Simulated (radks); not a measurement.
Q: Mn II, configuration [Ar] 3d5 4s1. Method: Dirac Kohn-Sham, BLYP, spin-unpolarised, spherical densities, point nucleus; open shells fill j = l - 1/2 first; computed with a radial shooting solver on a logarithmic mesh with Libxc functionals. Some entries of the table are withheld. Estimate them.

orbital  occ.  eigenvalue (eV)  <r> (bohr)
1s1/2       2        -6438.697         (1)
2s1/2       2              (2)      0.2793
2p1/2       2        -645.3168      0.2451
2p3/2       4        -634.8740      0.2480
3s1/2       2              (3)      0.8519
3p1/2       2              (4)         (5)
3p3/2       4              (6)         (7)
3d3/2       4         -14.8959       1.188
3d5/2       1         -14.7756       1.193
4s1/2       1         -11.9416       2.804

A: 
(1) 1s1/2 <r> (bohr): 0.06090
(2) 2s1/2 eigenvalue (eV): -751.8546
(3) 3s1/2 eigenvalue (eV): -93.8107
(4) 3p1/2 eigenvalue (eV): -63.4771
(5) 3p1/2 <r> (bohr): 0.8986
(6) 3p3/2 eigenvalue (eV): -62.2023
(7) 3p3/2 <r> (bohr): 0.9077
